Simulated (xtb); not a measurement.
CH2N (SMILES C#[NH+]), charge +1, singlet, from a rough starting geometry; GFN2-xTB run with xtb.

Input for xtb:
```
$ xtb mol.xyz --gfn 2 --chrg 1 --opt vtight --json

# file mol.xyz
4

C     -0.03292707     0.08349876    -0.58853970
N      0.04700862    -0.04332311     0.58999920
H     -0.00211336     0.01252241    -1.61492280
H      0.00365152     0.01443153     1.56096744
```

What the program printed (banner, timings and long lists left out):

```
   ID    Z sym.   atoms
    1    6 C      1
    2    7 N      2
    3    1 H      3, 4

           -------------------------------------------------
          |                Calculation Setup                |
           -------------------------------------------------

           -------------------------------------------------
          |                 G F N 2 - x T B                 |
           -------------------------------------------------

          ...................................................
          :                      SETUP                      :
          :.................................................:
          :  # basis functions                  10          :
          :  # atomic orbitals                  10          :
          :  # shells                            6          :
          :  # electrons                        10          :
          :  max. iterations                   250          :
          :  Hamiltonian                  GFN2-xTB          :
          :  restarted?                      false          :
          :  GBSA solvation                  false          :
          :  PC potential                    false          :
          :  electronic temp.          300.0000000     K    :
          :  accuracy                    1.0000000          :
          :  -> integral cutoff          0.2500000E+02      :
          :  -> integral neglect         0.1000000E-07      :
          :  -> SCF convergence          0.1000000E-05 Eh   :
          :  -> wf. convergence          0.1000000E-03 e    :
          :  Broyden damping             0.4000000          :
          :  net charge                          1          :
          :  unpaired electrons                  0          :
          ...................................................

 iter      E             dE          RMSdq      gap      omega  full diag
   1     -5.4139564 -0.541396E+01  0.121E+01    7.28       0.0  T
   2     -5.4119100  0.204638E-02  0.103E+01    7.28       1.0  T
   3     -5.6401399 -0.228230E+00  0.502E+00    7.00       1.0  T
   4     -5.6346904  0.544953E-02  0.147E+00    6.62       1.0  T
   5     -5.6385460 -0.385561E-02  0.958E-01    6.83       1.0  T
   6     -5.6409577 -0.241167E-02  0.235E-01    6.80       1.0  T
   7     -5.6410553 -0.976018E-04  0.187E-01    6.82       1.0  T
   8     -5.6411793 -0.124053E-03  0.162E-03    6.81      30.9  T
   9     -5.6411793 -0.745700E-09  0.923E-04    6.81      54.1  T
  10     -5.6411793  0.180643E-09  0.575E-04    6.81      87.0  T

   *** convergence criteria satisfied after 10 iterations ***

         :::::::::::::::::::::::::::::::::::::::::::::::::::::
         ::                     SUMMARY                     ::
         :::::::::::::::::::::::::::::::::::::::::::::::::::::
         :: total energy              -5.513693574377 Eh    ::
         :: gradient norm              0.224245290627 Eh/a0 ::
         :: HOMO-LUMO gap              6.811489326796 eV    ::
         ::.................................................::
         :: SCC energy                -5.641179343633 Eh    ::
         :: -> isotropic ES            0.154971720177 Eh    ::
         :: -> anisotropic ES         -0.035578814244 Eh    ::
         :: -> anisotropic XC          0.031213977310 Eh    ::
         :: -> dispersion             -0.000469094973 Eh    ::
         :: repulsion energy           0.127485769256 Eh    ::
         :: add. restraining           0.000000000000 Eh    ::
         :: total charge               1.000000000000 e     ::
         :::::::::::::::::::::::::::::::::::::::::::::::::::::

      -----------------------------------------------------------
     |                   =====================                   |
     |                        A N C O P T                        |
     |                   =====================                   |
     |               Approximate Normal Coordinate               |
[...]
 * total energy  :    -5.5227084 Eh     change       -0.9014844E-02 Eh
 * total energy  :    -5.5233316 Eh     change       -0.6232200E-03 Eh
 * total energy  :    -5.5235658 Eh     change       -0.2341644E-03 Eh
 * total energy  :    -5.5237005 Eh     change       -0.1347221E-03 Eh
 * total energy  :    -5.5240435 Eh     change       -0.3429808E-03 Eh
 * total energy  :    -5.5241977 Eh     change       -0.1542378E-03 Eh
 * total energy  :    -5.5242947 Eh     change       -0.9695722E-04 Eh
 * total energy  :    -5.5243172 Eh     change       -0.2254554E-04 Eh
 * total energy  :    -5.5243363 Eh     change       -0.1907947E-04 Eh
 * total energy  :    -5.5243452 Eh     change       -0.8892591E-05 Eh
 * total energy  :    -5.5243464 Eh     change       -0.1191519E-05 Eh
 * total energy  :    -5.5243464 Eh     change       -0.7386570E-08 Eh
   *** GEOMETRY OPTIMIZATION CONVERGED AFTER 13 ITERATIONS ***
         :: total energy              -5.524346418763 Eh    ::
[...]
         :: gradient norm              0.000325095458 Eh/a0 ::
         :: HOMO-LUMO gap              7.426195908200 eV    ::
         ::.................................................::
         :: SCC energy                -5.671620971408 Eh    ::
         :: -> isotropic ES            0.153454537849 Eh    ::
         :: -> anisotropic ES         -0.036687475786 Eh    ::
         :: -> anisotropic XC          0.031790677349 Eh    ::
         :: -> dispersion             -0.000468540430 Eh    ::
         :: repulsion energy           0.147274552645 Eh    ::
         :: add. restraining           0.000000000000 Eh    ::
         :: total charge               1.000000000000 e     ::
         :::::::::::::::::::::::::::::::::::::::::::::::::::::

           -------------------------------------------------
          |                Property Printout                |
           -------------------------------------------------

    * Orbital Energies and Occupations

         #    Occupation            Energy/Eh            Energy/eV
      -------------------------------------------------------------
         1        2.0000           -0.9912544             -26.9734
         2        2.0000           -0.8912121             -24.2511
         3        2.0000           -0.8447871             -22.9878
         4        2.0000           -0.8447865             -22.9878
         5        2.0000           -0.8288359             -22.5538 (HOMO)
         6                         -0.5559282             -15.1276 (LUMO)
         7                         -0.5559250             -15.1275
         8                         -0.3043360              -8.2814
         9                         -0.0622218              -1.6931
        10                          1.0137549              27.5857
      -------------------------------------------------------------
                  HL-Gap            0.2729077 Eh            7.4262 eV
             Fermi-level           -0.6923820 Eh          -18.8407 eV

     #   Z          covCN         q      C6AA      α(0)
     1   6 C        1.837     0.175    26.949     8.387
     2   7 N        1.770     0.152    19.251     6.497
     3   1 H        0.926     0.297     0.719     1.326
     4   1 H        0.860     0.376     0.526     1.136

 Mol. C6AA /au·bohr⁶  :        124.057683
 Mol. C8AA /au·bohr⁸  :       2908.536884
 Mol. α(0) /au        :         17.345279

Wiberg/Mayer (AO) data.
largest (>0.10) Wiberg bond orders for each atom

 ---------------------------------------------------------------------------
     #   Z sym  total        # sym  WBO       # sym  WBO       # sym  WBO
 ---------------------------------------------------------------------------
     1   6 C    3.800 --     2 N    2.908     3 H    0.884
     2   7 N    3.749 --     1 C    2.908     4 H    0.832
     3   1 H    0.912 --     1 C    0.884
     4   1 H    0.859 --     2 N    0.832
 ---------------------------------------------------------------------------

Topologies differ in total number of bonds
Writing topology from bond orders to xtbtopo.mol

molecular dipole:
                 x           y           z       tot (Debye)
 q only:        0.009       0.029       0.181
   full:        0.007       0.029       0.125       0.326
molecular quadrupole (traceless):
                xx          xy          yy          xz          yz          zz
 q only:       -3.292      -0.001      -3.291       0.108      -0.102       6.583
  q+dip:       -4.893      -0.001      -4.892       0.159      -0.158       9.785
   full:       -3.727      -0.001      -3.726       0.119      -0.121       7.453

optimized geometry written to: xtbopt.xyz

           -------------------------------------------------
          | TOTAL ENERGY               -5.524346418763 Eh   |
          | GRADIENT NORM               0.000325095458 Eh/α |
          | HOMO-LUMO GAP               7.426195908200 eV   |
           -------------------------------------------------
```
